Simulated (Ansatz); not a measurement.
The first iterations of a band of C$_{2}$H$_{6}$O$_{2}$Si (11 atoms, charge 0, multiplicity 1).

Method: Ansatz 0.2.0, RHF/def2-SVP.

- movable images: 5
- climbing image: yes
- spring: 5.0 eV/Å²
- optimiser: quadratic models (default)
- start path: through a guess of the saddle point
- force threshold: 0.03 eV/Å
- iteration limit: 60
- end points: relaxed

Image 0:

```xyz
11
Properties=species:S:1:pos:R:3
O -0.646 1.672 1.931
C -0.093 0.825 1.064
C -0.718 0.080 0.154
Si 0.194 -1.067 -0.992
O 1.826 -0.798 -0.886
H -1.587 1.685 1.839
H 0.983 0.803 1.179
H -1.804 0.148 0.095
H -0.277 -0.855 -2.384
H -0.020 -2.486 -0.643
H 2.209 -0.063 -1.336
```

Image 6:

```xyz
11
Properties=species:S:1:pos:R:3
O -0.728 1.703 1.956
C -0.144 0.936 1.037
C -0.740 0.075 0.215
Si 0.204 -0.929 -1.021
O 1.793 -0.485 -0.865
H -1.664 1.566 1.965
H 0.928 1.091 1.023
H -1.822 -0.035 0.279
H -0.274 -0.683 -2.405
H 0.052 -2.388 -0.783
H 2.461 -0.908 -1.379
```

| iteration | highest image above the first end (eV) | largest band force component (eV/Å) |
| --- | --- | --- |
| 1 | 9.689 | 84.208 |
| 2 | 0.601 | 8.770 |
| 3 | 0.362 | 5.439 |
| 4 | 0.249 | 1.356 |
| 5 | 0.214 | 0.892 |
| 6 | 0.190 | 1.067 |

Problem. Does the band converge within its limit, and where does its top end?

Solution. The forces met the threshold. It ended after 19 iterations with the highest image 0.105 eV above the first end. A vibrational analysis at the climbing image gives one clearly imaginary mode, 359i cm⁻¹: a first-order saddle point. Another band between the same ends, with other settings, climbed to 0.00 eV only, so this may not be the lowest route.

Time of the run: 3.3 min on 1 thread of Arm Neoverse V2 (shared host), peak memory 0.2 GiB.
